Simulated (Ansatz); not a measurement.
BaF (SMILES [F][Ba+]), charge +1, singlet, at a GFN2-xTB geometry (such geometries of metal compounds can be far from the true shape) (core potentials on Ba); B3LYP5/def2-SVP in Ansatz (a quantum-chemistry and plane-wave program).

Here is a job for Ansatz.
Ansatz 0.2 input:
```yaml
crystal:
  periodic: [false, false, false]
  atoms:
    - {symbol: Ba, position_ang: [-0.00000000, -0.00000000, -0.32543584]}
    - {symbol: F, position_ang: [0.00000000, 0.00000000, 2.02493413]}
basis:
  gaussian:
    orbitals: def2-SVP
hamiltonian:
  xc: b3lyp5
total_charge: 1
```

What the program printed (banner, timings and long lists left out):

```
Functional definition: B3LYP5
411 factors; their error is unknown
mean field evaluation 1: about -3381.4458 eV, gradient 1.1e2 eV
mean field evaluation 2: about -3042.1255 eV, gradient 2.0e2 eV
mean field evaluation 4: about -3398.9391 eV, gradient 4.4e1 eV
mean field evaluation 8: about -3402.4787 eV, gradient 1.1e-1 eV
mean field -3402.47870131 eV, -125.0387859901 hartree, gradient 6.9e-5 eV, S^2 0.000000; 0 other end points of the search recorded, 0 dependent functions left out
reference -3402.47892939 eV, -125.0387943719 hartree; 9, 9 occupied and 35, 35 virtual orbitals, 411 factors
Total energy: -3402.47892939 eV, -125.0387943719 hartree
```
